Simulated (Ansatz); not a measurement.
Frontier orbitals of CH$_{8}$ClGeNSi, SMILES `C[N]([GeH3])[SiH2]Cl`.

Total charge 0; spin multiplicity 1. Correlated methods include outer-core shells of Ge, which these sets cover unevenly. Scalar relativity is left out up to krypton. The geometry is a stationary point of PBE0-D4/def2-TZVP. It is one conformer, not always the lowest. Basis def2-TZVPP, Ansatz 0.2.0.

Orbital energies of one run (eV). Highest occupied ones, from the top: -7.47, -8.87, -9.21, -10.00, -10.04, -10.20, -10.67, -10.92, -12.39, -12.83, -12.87, -14.91, -16.39, -19.45. Empty: 0.33, 1.13, 1.22, 1.44, 1.75, 1.96.

Q: Which functional gave them?
A. B3LYP
B. r2SCAN0
C. CAM-B3LYP
D. BLYP

A: B. HOMO energies: r2SCAN0 -7.47, CAM-B3LYP -8.63, B3LYP -7.06, BLYP -5.85 eV.

B3LYP here is the variant with VWN-RPA as its local correlation; programs differ in this.
